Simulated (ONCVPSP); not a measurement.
**u(r) = r·R(r): atom against pseudo-atom (H)**

Columns: radius, all-electron u(r) and pseudo u(r) of the 1s shell (level -6.49 eV) of hydrogen in the configuration 1s1; PBE, scalar-relativistic, ONCV scheme, ONCVPSP 4.0.1.

```json
{"r (bohr)": "0.068", "all-electron": "0.1219", "pseudo": "0.0970"}
{"r (bohr)": "0.135", "all-electron": "0.2260", "pseudo": "0.1899"}
{"r (bohr)": "0.202", "all-electron": "0.3158", "pseudo": "0.2782"}
{"r (bohr)": "0.270", "all-electron": "0.3938", "pseudo": "0.3615"}
{"r (bohr)": "0.338", "all-electron": "0.4601", "pseudo": "0.4371"}
{"r (bohr)": "0.405", "all-electron": "0.5150", "pseudo": "0.5026"}
{"r (bohr)": "0.473", "all-electron": "0.5615", "pseudo": "0.5589"}
{"r (bohr)": "0.540", "all-electron": "0.5992", "pseudo": "0.6042"}
{"r (bohr)": "0.608", "all-electron": "0.6301", "pseudo": "0.6406"}
{"r (bohr)": "0.675", "all-electron": "0.6543", "pseudo": "0.6680"}
{"r (bohr)": "0.742", "all-electron": "0.6728", "pseudo": "0.6877"}
{"r (bohr)": "0.810", "all-electron": "0.6867", "pseudo": "0.7002"}
{"r (bohr)": "0.878", "all-electron": "0.6960", "pseudo": "0.7062"}
{"r (bohr)": "0.945", "all-electron": "0.7015", "pseudo": "0.7074"}
{"r (bohr)": "1.013", "all-electron": "0.7036", "pseudo": "0.7060"}
{"r (bohr)": "1.080", "all-electron": "0.7028", "pseudo": "0.7034"}
{"r (bohr)": "1.148", "all-electron": "0.6995", "pseudo": "0.6995"}
{"r (bohr)": "1.215", "all-electron": "0.6940", "pseudo": "0.6940"}
{"r (bohr)": "1.283", "all-electron": "0.6865", "pseudo": "0.6865"}
{"r (bohr)": "1.350", "all-electron": "0.6775", "pseudo": "0.6775"}
{"r (bohr)": "1.418", "all-electron": "0.6670", "pseudo": "0.6670"}
{"r (bohr)": "1.485", "all-electron": "0.6555", "pseudo": "0.6555"}
{"r (bohr)": "1.553", "all-electron": "0.6429", "pseudo": "0.6429"}
{"r (bohr)": "1.620", "all-electron": "0.6296", "pseudo": "0.6296"}
{"r (bohr)": "1.688", "all-electron": "0.6155", "pseudo": "0.6155"}
{"r (bohr)": "1.755", "all-electron": "0.6011", "pseudo": "0.6011"}
```

Question: How many radial nodes do the two functions have?

Answer: The all-electron 1s function has n − l − 1 = 0; the pseudo-wave has 0.

Question: At about which radius was the pseudo-wave matched?

Answer: 1.20 bohr, where the columns begin to agree (steps of 0.07 bohr).

Question: Where does each function peak?

Answer: Outermost all-electron maximum near 1.01 bohr, pseudo maximum near 0.94 bohr (to the table’s step).

Question: Is the pseudo-wave norm-conserving?

Answer: Yes: the ONCV scheme keeps the norm inside the radius equal to the all-electron one, which fixes the energy derivative of the logarithmic derivative at the level.
